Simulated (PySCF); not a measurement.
AlH6NO2Si, SMILES N[SiH2][Al]([OH])[OH].

Coordinates come from a B3LYP-D3(BJ)/def2-SVP optimisation. The structure was generated by enumeration; whether it is a known compound was not checked. Other conformers were not sampled.

Method: PySCF with B3LYP-D3(BJ)/def2-SVP.

Frequencies are harmonic and unscaled.

Task: List the normal modes with their intensities. (The exact figures need the calculation; the answer reports its results.)

Result: 
| mode | ν (cm⁻¹) | IR (km/mol) | Raman (Å⁴/amu) | depolarisation | moving atoms (share of kinetic energy) |
|---|---|---|---|---|---|
| 1 | 39 | 1.3 | 0.2 | 0.75 | O 31 %, N 31 %, H 22 %, Si 16 % |
| 2 | 73 | 2.0 | 0.2 | 0.72 | O 41 %, N 30 %, H 20 % |
| 3 | 172 | 0.3 | 1.1 | 0.69 | O 27 %, Al 26 %, H 25 %, N 14 %, Si 8 % |
| 4 | 205 | 22.1 | 1.9 | 0.61 | O 38 %, H 30 %, Al 18 %, Si 10 % |
| 5 | 238 | 7.2 | 1.8 | 0.74 | H 34 %, O 31 %, Si 19 %, Al 14 % |
| 6 | 250 | 29.6 | 0.8 | 0.74 | H 61 %, Al 22 % |
| 7 | 281 | 1.6 | 1.4 | 0.75 | H 93 % |
| 8 | 358 | 251.8 | 2.3 | 0.71 | H 78 %, O 18 % |
| 9 | 394 | 12.0 | 18.6 | 0.09 | Si 36 %, Al 31 %, H 18 %, O 14 % |
| 10 | 422 | 203.9 | 1.5 | 0.32 | H 81 %, N 16 % |
| 11 | 458 | 322.2 | 2.6 | 0.68 | H 87 %, O 12 % |
| 12 | 487 | 44.5 | 4.5 | 0.74 | H 81 %, Si 11 % |
| 13 | 549 | 6.0 | 3.6 | 0.13 | H 62 %, O 38 % |
| 14 | 709 | 36.9 | 10.9 | 0.73 | H 93 % |
| 15 | 763 | 73.4 | 16.0 | 0.50 | H 84 %, N 10 % |
| 16 | 802 | 202.6 | 0.8 | 0.64 | O 41 %, Al 26 %, H 17 %, N 10 % |
| 17 | 838 | 47.9 | 7.3 | 0.48 | N 39 %, Si 28 %, H 21 % |
| 18 | 918 | 134.5 | 3.7 | 0.73 | Al 43 %, O 41 %, H 13 % |
| 19 | 927 | 112.2 | 1.3 | 0.08 | H 66 %, Si 10 %, N 8 % |
| 20 | 991 | 93.4 | 22.2 | 0.74 | H 95 % |
| 21 | 1549 | 30.9 | 7.4 | 0.70 | H 90 %, N 9 % |
| 22 | 2116 | 184.5 | 172.8 | 0.33 | H 97 % |
| 23 | 2190 | 120.6 | 160.8 | 0.23 | H 97 % |
| 24 | 3550 | 15.4 | 173.0 | 0.16 | H 96 % |
| 25 | 3643 | 23.6 | 91.0 | 0.70 | H 91 %, N 9 % |
| 26 | 3926 | 52.2 | 207.3 | 0.38 | H 94 % |
| 27 | 3933 | 86.6 | 304.3 | 0.26 | H 94 % |
